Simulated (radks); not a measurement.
All-electron atom: the arsenic ion As+ in [Ar] 3d10 4s2 4p2. Method: scalar-relativistic Kohn-Sham, r2SCAN, spin-polarised, spherical densities, finite nucleus; open shells are filled with parallel spins first; meta-GGA in the generalised Kohn-Sham scheme; Fermi nuclear charge, rms radius 4.0968 fm; computed with a radial shooting solver on a logarithmic mesh with Libxc functionals.

X-ray form factor f0, the Fourier transform of the density (f0(0) = 32):

| sin(theta)/lambda (1/angstrom) | f0 (electrons) |
|---|---|
| 0.05 | 31.471 |
| 0.1 | 30.073 |
| 0.15 | 28.219 |
| 0.2 | 26.275 |
| 0.25 | 24.433 |
| 0.3 | 22.738 |
| 0.4 | 19.688 |
| 0.5 | 16.950 |
| 0.6 | 14.514 |
| 0.8 | 10.749 |
| 1 | 8.409 |
| 1.25 | 6.814 |
| 1.5 | 5.913 |
| 2 | 4.613 |
